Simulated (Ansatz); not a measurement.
H3OSb (SMILES [OH][SbH2]) moved off its minimum; all values from Ansatz (a program for electronic structure), cores frozen in correlated methods. Elements past Kr take the def2 small-core potentials, without spin–orbit coupling.
(charge 0, multiplicity 1)
```xyz
5

Sb    -0.06522    -0.16475     0.17107
H     -1.60267     0.04098    -0.74388
H      0.27939    -1.47766    -0.73088
O      0.84515     1.16212    -0.89991
H      1.43703     1.80022    -0.28271
```

Problem. Give the forces (eV/Å), the total energy and the dipole at CCSD(T)/def2-TZVPPD.

Solution. 
| atom | Fx | Fy | Fz |
|---|---|---|---|
| Sb1 | -1.921 | 0.596 | 1.115 |
| H2 | 0.765 | -0.139 | 0.576 |
| H3 | 0.482 | -1.130 | -0.947 |
| O4 | 2.842 | 3.037 | 1.460 |
| H5 | -2.167 | -2.364 | -2.204 |
Energy -316.2975 hartree, dipole 1.71 D.
